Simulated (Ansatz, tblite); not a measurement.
Forces on W2N2 at its PBE-D4/def2-TZVP geometry. The state is a singlet with charge 0.

In the def2 sets W takes a core potential; there is no spin–orbit coupling. The xTB rows come from tblite. LC-ωPBE has ω = 0.4 bohr⁻¹. The restricted singlet is unstable towards broken spin symmetry at other levels; at LC-ωPBE/def2-TZVP this wasn't settled. At PBE0-D4/def2-TZVP a triplet of charge 0 lies 0.19 eV below the restricted singlet, each at its own geometry. The structure comes from a short search, and lower isomers may exist.

GFN1-xTB (tblite), largest force 96.85 eV/Å:

```xyz
4
positions Å, forces eV/Å
W    -0.838   -0.603   -0.733   24.907   42.828  -83.223
W    -1.351   -1.505    1.064  -23.904  -41.986   83.596
N     0.678    0.705   -0.322   -1.214   -0.997   -0.541
N     1.511    1.403   -0.009    0.211    0.156    0.169
```

GFN2-xTB (tblite), largest force 43.21 eV/Å:

```
W 11.439 19.357 -36.903
W -10.580 -18.620 37.153
N 2.616 2.195 0.973
N -3.475 -2.932 -1.223
```

LC-ωPBE/def2-TZVP (Ansatz), largest force 3.48 eV/Å:

```
W -0.378 -0.634 1.196
W 0.522 0.815 -1.395
N 2.403 1.914 1.322
N -2.547 -2.095 -1.123
```
